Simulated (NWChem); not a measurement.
System: C3H4F2; SMILES [C@@H]1(F)C[C@H]1F

The following NWChem deck was run.

```
start job
memory heap 200 mb stack 900 mb global 1100 mb
geometry units angstroms noautosym nocenter noautoz
  F      1.796809    -0.119343    -0.495141
  C      0.603583     0.433694    -0.107499
  C      0.000000     0.000000     1.203621
  C     -0.603583    -0.433694    -0.107499
  F     -1.796809     0.119343    -0.495141
  H      0.499072     1.471633    -0.413315
  H      0.521983    -0.757113     1.781805
  H     -0.521983     0.757113     1.781805
  H     -0.499072    -1.471633    -0.413315
end
basis spherical
  * library 6-31g*
end
dft
  xc b3lyp
  iterations 150
end
cosmo
  do_cosmo_smd true
  solvent water
end
task dft energy
```

Output (shortened):

```
             Northwest Computational Chemistry Package (NWChem) 7.3.0
             --------------------------------------------------------

                             Geometry "geometry" -> ""
                             -------------------------

 Output coordinates in angstroms (scale by  1.889725989 to convert to a.u.)

  No.       Tag          Charge          X              Y              Z
 ---- ---------------- ---------- -------------- -------------- --------------
    1 F                    9.0000     1.79680900    -0.11934300    -0.49514100
    2 C                    6.0000     0.60358300     0.43369400    -0.10749900
    3 C                    6.0000     0.00000000     0.00000000     1.20362100
    4 C                    6.0000    -0.60358300    -0.43369400    -0.10749900
    5 F                    9.0000    -1.79680900     0.11934300    -0.49514100
    6 H                    1.0000     0.49907200     1.47163300    -0.41331500
    7 H                    1.0000     0.52198300    -0.75711300     1.78180500
    8 H                    1.0000    -0.52198300     0.75711300     1.78180500
    9 H                    1.0000    -0.49907200    -1.47163300    -0.41331500

 Effective nuclear repulsion energy (a.u.)     176.9511082123

                                 NWChem DFT Module
                                 -----------------

 Summary of "ao basis" -> "ao basis" (spherical)
 ------------------------------------------------------------------------------
       Tag                 Description            Shells   Functions and Types
 ---------------- ------------------------------  ------  ---------------------
 F                           6-31g*                  6       14   3s2p1d
 C                           6-31g*                  6       14   3s2p1d
 H                           6-31g*                  2        2   2s

 in cosmo_initialize ...
 calling solv_data for solv:h2o

 solvent parameters
 solvname_short: h2o
 solvname_long:  water
 dielec:       78.4000
 dielecinf:     1.7769
 aqueous SMD model solvent descriptors
 dielec:       78.4000
 sola:          0.8200

          ---------------
          -cosmo- solvent
          ---------------
 Cosmo: York-Karplus, doi: 10.1021/jp992097l
 dielectric constant -eps-     =  78.40
 screen = (eps-1)/(eps    )    =   0.98724
 surface charge correction     = lagrangian

   van der Waals surface
 --------------------------

[...]

                                COSMO-SMD solvation results
                                ---------------------------

             internal energy in gas <Psi(g)|H|Psi(g)> =      -316.342565050756
         internal energy in solvent <Psi(s)|H|Psi(s)> =      -316.341847010192
                               delta internal energy  =         0.000718040564 (    0.45 kcal/mol)
   total free energy in solvent <Psi(s)|H+V/2|Psi(s)> =      -316.349205628741
 polarization energy contribution <Psi(s)|V/2|Psi(s)> =        -0.007358618548 (   -4.62 kcal/mol)
    total free energy in solvent including G(SMD-CDS) =      -316.344132880515
                       G(SMD-CDS) energy contribution =         0.005072748226 (    3.18 kcal/mol)
     1 M fixed-concentration free energy of solvation =        -0.001567829759 (   -0.98 kcal/mol)

                       DFT Final Molecular Orbital Analysis
                       ------------------------------------

 Vector   18  Occ=2.000000D+00  E=-3.749019D-01
              MO Center=  2.4D-09, -3.2D-09, -3.4D-01, r^2= 3.3D+00
   Bfn.  Coefficient  Atom+Function         Bfn.  Coefficient  Atom+Function
  ----- ------------  ---------------      ----- ------------  ---------------
     4      0.321811  1 F  py                60     -0.321811  5 F  py
     5     -0.238657  1 F  pz                61     -0.238657  5 F  pz
     8      0.226173  1 F  py                64     -0.226173  5 F  py
    34      0.179772  3 C  s                  9     -0.167395  1 F  pz
    65     -0.167395  5 F  pz                72     -0.161046  6 H  s

 Vector   19  Occ=2.000000D+00  E=-2.915176D-01
              MO Center= -1.4D-08, -4.2D-09,  3.6D-01, r^2= 2.4D+00
   Bfn.  Coefficient  Atom+Function         Bfn.  Coefficient  Atom+Function
  ----- ------------  ---------------      ----- ------------  ---------------
    31      0.330938  3 C  px                19      0.247366  2 C  pz
    47     -0.247366  4 C  pz                 5     -0.237773  1 F  pz
    61      0.237773  5 F  pz                32      0.236094  3 C  py
    36      0.188819  3 C  py                35      0.183305  3 C  px
     9     -0.180552  1 F  pz                65      0.180552  5 F  pz

 Vector   20  Occ=2.000000D+00  E=-2.761256D-01
              MO Center=  1.7D-08,  2.9D-10, -6.3D-02, r^2= 2.3D+00
   Bfn.  Coefficient  Atom+Function         Bfn.  Coefficient  Atom+Function
  ----- ------------  ---------------      ----- ------------  ---------------
    19      0.249596  2 C  pz                47      0.249596  4 C  pz
    33     -0.215989  3 C  pz                17      0.195967  2 C  px
    45     -0.195967  4 C  px                 5     -0.190835  1 F  pz
    61     -0.190835  5 F  pz                18      0.182998  2 C  py
    34      0.182472  3 C  s                 46     -0.182998  4 C  py

 Vector   21  Occ=0.000000D+00  E= 7.353396D-02
              MO Center=  6.7D-09,  8.4D-09,  2.7D-01, r^2= 3.6D+00
   Bfn.  Coefficient  Atom+Function         Bfn.  Coefficient  Atom+Function
  ----- ------------  ---------------      ----- ------------  ---------------
    74      0.623094  7 H  s                 76     -0.623094  8 H  s
    72     -0.547278  6 H  s                 78      0.547278  9 H  s
    21     -0.467523  2 C  px                49     -0.467523  4 C  px
    20      0.376918  2 C  s                 48     -0.376918  4 C  s
     6      0.311552  1 F  s                 62     -0.311552  5 F  s

[...]
```

Level: B3LYP/6-31G* (spherical d), SMD on the gas-phase geometry. All runs use the structure optimised with B3LYP/6-31G* (spherical d). B3LYP is NWChem's, with the RPA form of VWN correlation. Solvent: water.
